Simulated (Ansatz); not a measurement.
Geometry optimisation, RKS PBE-D4/def2-SVP (Ansatz).

input.yaml

```yaml
crystal:
  periodic: [false, false, false]
  atoms:
    - { symbol: O, position_ang: [-2.2068, 1.3247, 0.6796] }
    - { symbol: C, position_ang: [-1.4676, 0.2322, 0.2877] }
    - { symbol: Si, position_ang: [0.3732, 0.4058, 0.4217] }
    - { symbol: O, position_ang: [1.0377, 1.7286, -0.4371] }
    - { symbol: Si, position_ang: [1.3282, -1.5952, -0.3554] }
    - { symbol: H, position_ang: [-1.8287, 2.1829, 0.3027] }
    - { symbol: H, position_ang: [-1.6968, 0.0066, -0.7461] }
    - { symbol: H, position_ang: [-1.7645, -0.5889, 0.895] }
    - { symbol: H, position_ang: [0.7881, 0.6308, 1.8985] }
    - { symbol: H, position_ang: [0.9365, 1.66, -1.3794] }
    - { symbol: H, position_ang: [0.9689, -1.74, -1.7558] }
    - { symbol: H, position_ang: [0.793, -2.7378, 0.4311] }
    - { symbol: H, position_ang: [2.7592, -1.5447, -0.2278] }
basis:
  gaussian: { orbitals: def2-SVP }
hamiltonian:
  xc: pbe
  dispersion: d4
relax:
  f_tol: 0.02
  max_steps: 50
```

Command:

```bash
$ ansatz run input.yaml --threads 2 --pin off --max-ram 3072MiB --backend cpu --events-out ev --progress --plain --runs-dir out
```

Problem. Where does it end, and by what steps?

Solution. The forces met the threshold. After 11 steps the energy has fallen by 0.404 eV; H6 moved furthest, 0.47 Å.

| step | energy less start (eV) | largest force component (eV/Å) | accepted |
| --- | --- | --- | --- |
| 0 | 0.0000 | 2.959 | yes |
| 1 | -0.3199 | 0.850 | yes |
| 2 | -0.3680 | 0.307 | yes |
| 3 | -0.3791 | 0.172 | yes |
| 4 | -0.3879 | 0.336 | yes |
| 5 | -0.3956 | 0.180 | yes |
| 6 | -0.3891 | 0.452 | no |
| 7 | -0.4009 | 0.091 | yes |
| 8 | -0.4035 | 0.065 | yes |
| 9 | -0.4037 | 0.046 | yes |
| 10 | -0.4041 | 0.022 | yes |
| 11 | -0.4042 | 0.014 | yes |

```xyz
13
Properties=species:S:1:pos:R:3
O -2.059 1.580 0.546
C -1.594 0.248 0.355
Si 0.309 0.297 0.505
O 0.729 1.720 -0.343
Si 1.418 -1.581 -0.398
H -1.436 2.153 0.052
H -1.909 -0.185 -0.631
H -2.048 -0.399 1.136
H 0.712 0.555 1.928
H 0.923 1.589 -1.287
H 1.107 -1.688 -1.870
H 0.955 -2.849 0.271
H 2.913 -1.475 -0.247
```

The run took 25 s on 2 threads of AMD EPYC 7R43 64-Core Processor (Zen 3), with other jobs on the host, peak memory 0.17 GiB.
